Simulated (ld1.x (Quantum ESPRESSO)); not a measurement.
**Reading a pseudo-wave (C)**

Columns: radius, all-electron u(r) and pseudo u(r) of the 2p shell (level -5.42 eV) of carbon in the configuration [He] 2s2 2p2; LDA (PZ), scalar-relativistic, PAW scheme, ld1.x (Quantum ESPRESSO) 7.5.

```tsv
r (bohr)	all-electron	pseudo
0.140	0.0838	0.0095
0.280	0.2350	0.0372
0.420	0.3824	0.0812
0.560	0.5032	0.1382
0.700	0.5928	0.2042
0.840	0.6535	0.2746
0.980	0.6892	0.3447
1.120	0.7049	0.4101
1.260	0.7052	0.4670
1.400	0.6940	0.5124
1.540	0.6746	0.5446
1.680	0.6495	0.5629
1.820	0.6207	0.5677
1.960	0.5897	0.5607
2.100	0.5575	0.5438
2.240	0.5250	0.5199
2.380	0.4928	0.4915
2.520	0.4613	0.4612
2.660	0.4308	0.4308
2.800	0.4014	0.4014
2.940	0.3734	0.3734
3.080	0.3468	0.3468
3.220	0.3216	0.3216
3.360	0.2979	0.2979
3.500	0.2756	0.2756
3.640	0.2547	0.2547
```

Q: How many radial nodes do the two functions have?

A: The all-electron 2p function has n − l − 1 = 0; the pseudo-wave has 0.

Q: At about which radius was the pseudo-wave matched?

A: 2.80 bohr. The columns agree to 0.0005 from 2.52 bohr on; several derivatives are matched, so the curves merge somewhat inside the radius.

Q: Where does each function peak?

A: Outermost all-electron maximum near 1.26 bohr, pseudo maximum near 1.82 bohr (to the table’s step).

Q: Is the pseudo-wave norm-conserving?

A: No, it belongs to a PAW set: the norm inside the radius is not constrained, and the difference is carried by the augmentation charge.
